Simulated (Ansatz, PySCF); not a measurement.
Pair of molecules: C2H4 (SMILES C=C) (first 6 atoms) with CH6Si (SMILES C[SiH3]); geometry from B3LYP-D3(BJ)/def2-TZVP, rigid monomers moved along the line of their centres of mass till H3···Si8 is 3.83 Å.
(charge 0, multiplicity 1):
```json
[
 {"atom": "C", "x (Å)": "0.4907", "y (Å)": "-0.0153", "z (Å)": "0.0182"},
 {"atom": "C", "x (Å)": "-0.8089", "y (Å)": "0.2180", "z (Å)": "0.1247"},
 {"atom": "H", "x (Å)": "1.2180", "y (Å)": "0.5442", "z (Å)": "0.5933"},
 {"atom": "H", "x (Å)": "0.8806", "y (Å)": "-0.7758", "z (Å)": "-0.6477"},
 {"atom": "H", "x (Å)": "-1.5376", "y (Å)": "-0.3411", "z (Å)": "-0.4499"},
 {"atom": "H", "x (Å)": "-1.1958", "y (Å)": "0.9785", "z (Å)": "0.7919"},
 {"atom": "C", "x (Å)": "-0.7248", "y (Å)": "-1.0426", "z (Å)": "4.2706"},
 {"atom": "Si", "x (Å)": "0.5687", "y (Å)": "0.3103", "z (Å)": "4.3615"},
 {"atom": "H", "x (Å)": "-1.6789", "y (Å)": "-0.6963", "z (Å)": "4.6722"},
 {"atom": "H", "x (Å)": "-0.4134", "y (Å)": "-1.9162", "z (Å)": "4.8464"},
 {"atom": "H", "x (Å)": "-0.8801", "y (Å)": "-1.3507", "z (Å)": "3.2361"},
 {"atom": "H", "x (Å)": "0.1378", "y (Å)": "1.5078", "z (Å)": "3.5990"},
 {"atom": "H", "x (Å)": "1.8606", "y (Å)": "-0.1539", "z (Å)": "3.8001"},
 {"atom": "H", "x (Å)": "0.7979", "y (Å)": "0.7218", "z (Å)": "5.7689"}
]
```

Interaction energies are E(AB) − E(A) − E(B) at the monomers' geometry in the complex; basis-set methods are counterpoise corrected. Rows marked so take none.

Rows in 3-21G, 6-31G*, STO-3G carry no dispersion term and start afresh at each structure (6-31G* with six Cartesian d functions).

Codes used: Ansatz (a first-principles code) with Gaussian orbitals; PySCF for 3-21G rows, 6-31G* rows, STO-3G rows. Values without a source in brackets are computed.

Task: One of these levels gives -0.1 kJ/mol for the interaction energy. Which one is it?
A) HF/STO-3G (no counterpoise)
B) HF/3-21G (no counterpoise)
C) PBE/def2-TZVPPD
D) M06-2X/6-31G* (no counterpoise)

Result: A, HF/STO-3G (no counterpoise). The others give -4.5 (HF/3-21G (no counterpoise)), -2.7 (PBE/def2-TZVPPD), -6.7 (M06-2X/6-31G* (no counterpoise))
